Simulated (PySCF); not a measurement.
C3H9B.
Geometry (PBE0-D3(BJ)/def2-SVP, Å), atoms numbered from 1 in this order:
```xyz
13
C3H9B angstrom
B     -0.0075    1.2251   -0.4638
C     -0.0946   -0.3234   -0.4958
C     -1.4420   -0.9518   -0.1535
C      1.0868   -1.0988    0.0795
H      1.0697    1.7794   -0.4202
H     -1.0043    1.8996   -0.6080
H      0.0079   -0.3403   -1.6192
H     -1.6181   -0.9193    0.9341
H     -2.2756   -0.4205   -0.6364
H     -1.4902   -2.0105   -0.4569
H      2.0497   -0.6725   -0.2390
H      1.0669   -2.1594   -0.2204
H      1.0651   -1.0743    1.1812
```

Computed at PBE0/pcSseg-1 (PySCF, non-relativistic), with Q(11B) = 0.04059 b: B1, 11B (I = 3/2): χzz = 5.904 MHz, η = 0.073.

(1) Where would the pure quadrupole (NQR) lines of 11B at B1 fall for the rigid, isolated species?

Answers

(1) From ν = (|χ|/2)√(1 + η²/3): ν = 2.954 MHz (three-coordinate boron).

In a crystal, neighbours and librations shift these lines. A larger basis could move these couplings by a tenth or more.

One conformer stands for the species.
